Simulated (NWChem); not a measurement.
System meant: SiH3O2F; SMILES O[SiH](O)F

NWChem input:

```
start job
memory heap 200 mb stack 900 mb global 1100 mb
geometry units angstroms noautoz
  Si     0.029414    -0.029292     0.358784
  O      0.494821    -1.516967    -0.193448
  O     -1.515693     0.272681    -0.183070
  F      0.985558     1.167060    -0.221347
  H      0.192380    -0.047992     1.834854
  H      0.247882    -1.712855    -1.114647
  H     -1.765947     1.210427    -0.248447
end
basis spherical
  Si library def2-svp
  O library def2-svp
  F library def2-svp
  H library def2-svp
end
dft
  xc pbe0
  iterations 4
  mulliken
end
task dft energy
```

End of the output:

```
    Atom       Charge   Shell Charges
 -----------   ------   -------------------------------------------------------
    1 Si  14    13.42   2.00  1.92  0.59  0.28  5.81  1.17  0.82  0.82
    2 O    8     8.22   1.97  0.88  0.60  2.71  2.04  0.01
    3 O    8     8.23   1.97  0.88  0.61  2.71  2.05  0.01
    4 F    9     9.23   1.98  1.02  0.78  3.21  2.24  0.01
    5 H    1     1.10   0.65  0.43  0.02
    6 H    1     0.90   0.54  0.17  0.18
    7 H    1     0.90   0.55  0.17  0.18

 center of mass
 --------------
 x =   0.04889129 y =   0.04411483 z =  -0.01520136

 moments of inertia (a.u.)
 ------------------
         281.227164190297           0.000000000000           0.000000000000
           0.000000000000         259.444712958972           0.000000000000
           0.000000000000           0.000000000000         466.616785341511

     Multipole analysis of the density
     ---------------------------------

     L   x y z        total         alpha         beta         nuclear
     -   - - -        -----         -----         ----         -------
     0   0 0 0     -0.000000    -21.000000    -21.000000     42.000000

     1   1 0 0     -0.508087     -0.254043     -0.254043      0.000000
     1   0 1 0      0.229705      0.114853      0.114853     -0.000000
     1   0 0 1     -0.284968     -0.142484     -0.142484     -0.000000

     2   2 0 0    -22.660573    -69.609314    -69.609314    116.558055
     2   1 1 0     -2.626611      1.994148      1.994148     -6.614908
     2   1 0 1     -0.177944     -0.589729     -0.589729      1.001514
     2   0 2 0    -21.625787    -73.918477    -73.918477    126.211167
     2   0 1 1      2.036716     -0.606120     -0.606120      3.248956
     2   0 0 2    -19.824442    -23.254982    -23.254982     26.685521

 ------------------------------------------------------------------------
 dft energy failed                                                                                  0
 ------------------------------------------------------------------------
 ------------------------------------------------------------------------
  current input line :
    23: task dft energy
 ------------------------------------------------------------------------
 ------------------------------------------------------------------------
 This type of error is most commonly associated with calculations not reaching convergence criteria
 ------------------------------------------------------------------------
 For more information see the NWChem manual at https://nwchemgit.github.io

0:dft energy failed:Received an Error in Communication
```

Problem. Find the fault in this run and fix the input.

Solution. The run did not converge; its last values are not results. Cause: the SCF was allowed too few iterations. This input runs:
```
start job
memory heap 200 mb stack 900 mb global 1100 mb
geometry units angstroms noautoz
  Si     0.029414    -0.029292     0.358784
  O      0.494821    -1.516967    -0.193448
  O     -1.515693     0.272681    -0.183070
  F      0.985558     1.167060    -0.221347
  H      0.192380    -0.047992     1.834854
  H      0.247882    -1.712855    -1.114647
  H     -1.765947     1.210427    -0.248447
end
basis spherical
  * library def2-svp
end
dft
  xc pbe0
  iterations 150
  mulliken
end
task dft energy
```
It converges to -541.07313 Ha (PBE0/def2-SVP).
